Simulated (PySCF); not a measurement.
ethenyl(ethynyl)silane (C4H6Si), SMILES C#C[SiH2]C=C. Atoms are numbered in the order given.

```xyz
11

C      2.4733     0.4771     1.1844
C      1.5654     0.2594     0.3971
Si     0.1812    -0.0779    -0.7623
C     -1.3491    -0.5932     0.1770
C     -2.5187     0.0591     0.0914
H      3.2749     0.6710     1.8752
H     -0.1226     1.1549    -1.5470
H      0.6259    -1.1589    -1.6933
H     -1.2918    -1.4761     0.8301
H     -2.6403     0.9496    -0.5379
H     -3.4080    -0.2648     0.6458
```
Charge 0, spin multiplicity 1.

Geometry optimised at r2SCAN-D4/def2-SVP. One conformer was computed; it need not be the lowest.

Computed with SMD-B3LYP/6-31G* run with PySCF.

Solvation free energies are E(SMD) − E(gas) at the gas-phase geometry, for 1 M in both phases. In vacuum the dipole moment is 0.80 D.

| solvent | ΔG(solv) (kcal/mol) | its non-electrostatic (CDS) part | dipole (D) |
|---|---|---|---|
| water | 2.2 | 6.6 | 1.06 |
| methanol | -1.1 | 3.1 | 1.05 |
| diethylether | -1.7 | 1.2 | 0.98 |
